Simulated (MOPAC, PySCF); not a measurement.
CH9GaSi2, SMILES `[CH3][Ga]([SiH3])[SiH3]`, neutral singlet in the gas phase. 

Z-matrix (Å, degrees):
```
Ga
C 1 1.9748
H 2 1.0912 1 112.22
H 2 1.0913 3 109.50 1 -125.27
H 2 1.0959 3 107.42 4 -116.34
Si 1 2.4156 2 118.75 3 -151.35
H 6 1.4883 1 113.73 2 -159.40
H 6 1.4904 7 107.86 1 -125.14
H 6 1.4928 7 107.21 8 -114.76
Si 1 2.4156 2 118.71 3 27.17
H 10 1.4883 1 113.78 2 160.28
H 10 1.4905 11 107.85 1 125.05
H 10 1.4928 11 107.22 12 114.76
```
Charge 0, multiplicity 1.

All levels are single points at this geometry (r2SCAN-D4/def2-TZVP); Pople sets use spherical d functions. Orbital energies aren't observables, and empty levels follow the basis.

| level | HOMO (eV) | LUMO (eV) | gap (eV) | dipole (D) | vertical IE, Delta-SCF (eV) |
|---|---|---|---|---|---|
| r2SCAN-D4/def2-TZVP in PySCF | -6.28 | -2.70 | 3.58 | 0.97 | – |
| B3LYP/6-311+G** (LANL2DZ on Ga) in PySCF | -6.97 | -2.21 | 4.76 | 0.92 | – |
| B3LYP/6-31G* in PySCF | -6.74 | -2.12 | 4.62 | 1.06 | 8.74 |
| B3LYP/LANL2DZ in PySCF | -7.05 | -1.98 | 5.07 | 1.06 | – |
| HF/3-21G in PySCF | -9.36 | 0.81 | 10.17 | 1.27 | – |
| PM3 in MOPAC | -7.90 | -1.98 | 5.92 | 0.29 | – |
